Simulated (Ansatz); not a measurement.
Ansatz (an electronic-structure program) input:

Ansatz 0.2 input:
```yaml
crystal:
  periodic: [false, false, false]
  atoms:
    - {symbol: B, position_ang: [-0.03188951, 0.01045877, 0.00329302]}
    - {symbol: F, position_ang: [-0.15479306, 1.33081780, -0.04020477]}
    - {symbol: O, position_ang: [-1.15035843, -0.75305378, 0.16840711]}
    - {symbol: O, position_ang: [1.19262591, -0.56038097, -0.11572564]}
    - {symbol: H, position_ang: [1.21444529, -1.52217602, -0.07607386]}
basis:
  gaussian:
    orbitals: cc-pVDZ
magnetization: {spin_polarized: true, initial_magnetization: 1}
correlation: {method: ccsd_t, electrons: outside_noble_gas}
```

### Question
What final total energy does it print?

### Answer
-275.18996 Eh (CCSD(T)/cc-pVDZ). The basis has 61 functions.

It need not be the lowest isomer of its formula.
